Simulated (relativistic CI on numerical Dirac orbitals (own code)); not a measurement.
Radial Dirac CI calculation of Nd35+.

Command:

```sh
python run_levels.py task.json out
```

Input:

```
atom Nd  Z=60  charge=35  electrons=25
nucleus A=142  rms_radius_fm=4.9123
hamiltonian dirac-coulomb  breit=on  qed=on  c_scale=1
orbitals kli  potential=per-configuration
slater_scale 1
correlation none
mixing on
grid step=0.0125 r_max=3.4
scf mixing=0.4 start=green max_iterations=150 tolerance=2e-08 node_fill=0.05
configurations
  [Ar] 3d7
end
```

Output:

```
SCF 1: [Ar] 3d7
 iter      energy (Ha)   residual   last orbital (Ha)
    1     -8719.088931   5.83e+00   -141.04069
    2     -8787.558111   3.29e+00   -116.43258
    3     -8818.221460   1.72e-01    -88.98568
    4     -8818.370688   1.14e-01    -90.07500
    5     -8818.403617   1.48e-03    -89.23705
    6     -8818.403616   5.32e-04    -89.22896
    7     -8818.403608   3.11e-05    -89.22382
    8     -8818.403609   8.54e-08    -89.22409
    9     -8818.403609   2.26e-07    -89.22409
   10     -8818.403609   3.60e-10    -89.22409
orbital energies (Ha): 2s -316.3417  2p1/2 -302.8268  2p3/2 -283.5953  3s -109.1503  3p1/2 -103.5814  3p3/2 -99.3649  3d3/2 -90.1762  3d5/2 -89.2241
configuration averages (Ha): Dirac-Coulomb, Breit, QED
  3d7                          -8818.403609    7.863398    5.521349
levels: no., configuration, term, J, E (cm-1), weight
   1 3d7                    4F   9/2              0.0  0.69
   2 3d7                    2P   3/2          83241.4  0.48
   3 3d7                    2D   5/2         112836.2  0.46
   4 3d7                    4F   7/2         176046.9  0.90
   5 3d7                    2G   9/2         227846.6  0.39
   6 3d7                    4F   3/2         237332.4  0.41
   7 3d7                    4P   5/2         247275.3  0.62
   8 3d7                    4P   1/2         266567.8  0.55
   9 3d7                    2H   11/2        276536.5  1.00
  10 3d7                    2G   7/2         308796.2  0.62
  11 3d7                    2F   5/2         357568.0  0.74
  12 3d7                    4F   5/2         410952.1  0.47
  13 3d7                    4F   3/2         419602.3  0.36
  14 3d7                    2H   9/2         459060.5  0.63
lowest total energy -8806.448234 Ha
end: converged
```
